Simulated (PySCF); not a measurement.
# Zinc: a sound run and one with changed settings

Sound run: Zn⁺ [Ar] 3d10 4s1, Zn²⁺ [Ar] 3d10. All numbers are calculated (PySCF 2.14, the spin-free X2C one-electron Hamiltonian (Gaussian nucleus), in jorge-DZP-DKH (8s6p2d1f, 43 functions)). In the sound run the correlated levels freeze [Ar]. The sound run starts from symmetry-adapted Hartree-Fock orbitals and uses a fine grid where one is needed.

Changed run: no relativity, point nucleus. This setting is unsound on purpose.

| species | method | sound run (hartree) | changed run (hartree) | converged |
| --- | --- | --- | --- | --- |
| Zn⁺ | UHF | -1793.79142 | -1772.46398 | yes |
| Zn⁺ | LDA | -1792.36419 | -1771.15531 | yes |
| Zn⁺ | M06-2X | -1795.42327 | -1774.10600 | yes |
| Zn⁺ | MP2 | -1794.06687 | -1772.73575 | yes |
| Zn⁺ | CCSD(T) | -1794.05291 | -1772.72248 | yes |
| Zn²⁺ | UHF | -1793.17385 | -1771.85960 | yes |
| Zn²⁺ | LDA | -1791.67671 | -1770.48330 | yes |
| Zn²⁺ | M06-2X | -1794.76367 | -1773.45997 | yes |
| Zn²⁺ | MP2 | -1793.43073 | -1772.11370 | yes |
| Zn²⁺ | CCSD(T) | -1793.41710 | -1772.10066 | yes |

Ionisation energy of Zn⁺:

```tsv
method	sound run (eV)	changed run (eV)
UHF	16.805	16.446
LDA	18.707	18.286
M06-2X	17.948	17.579
MP2	17.310	16.927
SCS-MP2	17.232	16.852
CCSD	17.270	16.891
CCSD(T)	17.301	16.921
```

Most of the change in total energy is the relativistic energy itself. On top of that the contraction fixes the core shape for the Hamiltonian it was made with, so the changed run is not a good calculation with the other Hamiltonian either.

For comparison, NIST gives 17.964 eV between the lowest levels.
